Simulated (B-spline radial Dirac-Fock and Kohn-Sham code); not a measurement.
## The Tc-like isoelectronic sequence (43 electrons), Z = 54 to 61

Model: Dirac-Fock (average of configuration) total-energy differences with a finite nucleus, the Breit interaction including its frequency dependence, and self-energy and vacuum-polarisation corrections. Program: a radial finite-basis atomic code. Binding energies in eV, tabulated ground configurations ([Kr] 4d7 throughout). Correlation energy is missing from these numbers.

```
  ion      2s   2p1/2   2p3/2      3s  outermost level  NIST ionisation energy
Xe¹¹⁺  5673.9  5323.0  5002.5  1360.6       256.8 (4d)               255 ± 2.5
Cs¹²⁺  5964.5  5604.2  5256.2  1456.7       291.4 (4d)                 289 ± 3
Ba¹³⁺       ?       ?       ?       ?                ?                       ?
La¹⁴⁺  6572.6  6193.1  5784.9  1660.1       366.0 (4d)                 364 ± 3
Ce¹⁵⁺  6890.4  6501.0  6059.7  1767.5       405.9 (4d)                 403 ± 3
Pr¹⁶⁺  7217.3  6818.0  6341.5  1878.6       447.7 (4d)                 445 ± 3
Nd¹⁷⁺  7553.6  7144.3  6630.4  1993.4       491.3 (4d)                 489 ± 3
Pm¹⁸⁺  7899.3  7479.8  6926.3  2112.1       536.6 (4d)                 534 ± 3
```

Problem. Fill in the row of Ba¹³⁺.

Solution. 2s 6264.1, 2p1/2 5894.2, 2p3/2 5517.1, 3s 1556.6, outermost 327.8 (4d), NIST 325 ± 3 eV.

NIST's values are for the lowest levels; a dash marks a value that is missing or belongs to another shell. Their kind here: theoretical. Where a p, d or f shell is open in either ion the computed value averages over both j values and all terms, while the table refers to the lowest levels; that difference holds spin-orbit splitting (largest in heavy or highly charged ions), term energies where several electrons share open shells, and correlation, and it can reach 10 % or more.
